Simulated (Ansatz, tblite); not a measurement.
Cost and result up the ladder for B₂Sb⁺ (3 atoms). Total charge 1; singlet. Geometry: PBE-D4/def2-TZVP.

```xyz
3

B    -0.592    0.003    0.833
B     0.791    0.491    0.422
Sb   -0.199   -0.494   -1.254
```

Ansatz on 4 threads of Arm Neoverse V2 on a shared host; xTB runs through tblite on one thread. Times are rough, summed over both states, and most runs start from the orbitals of an earlier one. ωB97M-V/def2-TZVP serves as the yardstick here, not as an exact answer. The other state is a quintet at its own geometry.

In the def2 sets Sb takes a core potential; there is no spin–orbit coupling. The xTB rows come from tblite. HSE06 is defined as in plane-wave codes, on full-range PBE exchange. Correlated methods freeze 6 core orbitals; core or outer-core shells of Sb are correlated, in sets that lack core-valence functions. The structure comes from a short search, and lower isomers may exist.

Run but left out: HF/def2-TZVP, HF/def2-TZVPP, r2SCAN-D4/def2-TZVP (singlet: restricted singlet, unstable towards broken spin symmetry).

Correlated methods converge slowly with the basis.

xTB has no spin-polarisation term.

```tsv
level	functions	wall time	quintet − singlet (eV)	difference from ωB97M-V/def2-TZVP (eV)	remarks
GFN1-xTB	17	0.003 s	3.35	1.34	–
GFN2-xTB	17	0.004 s	3.78	1.78	–
PBE-D4/def2-TZVP	112	1.4 s	2.05	0.05	–
revPBE-D4/def2-TZVP	112	1.4 s	1.93	-0.07	–
MP2/def2-TZVP	112	1.4 s	2.14	0.13	restricted SCF unstable (singlet)
HSE06-D4/def2-TZVP	112	1.9 s	1.74	-0.26	–
CAM-B3LYP-D4/def2-TZVP	112	2.2 s	1.79	-0.21	–
RPA@PBE/def2-TZVP	112	2.5 s	2.15	0.14	–
PBE0-D4/def2-TZVP	112	2.6 s	1.74	-0.26	–
CCSD(T)/def2-TZVPP	112	7.8 s	2.12	0.11	large T1 (0.040) (singlet), restricted SCF unstable (singlet)
ωB97M-V/def2-TZVP	112	12 s	2.00	0.00	–
```
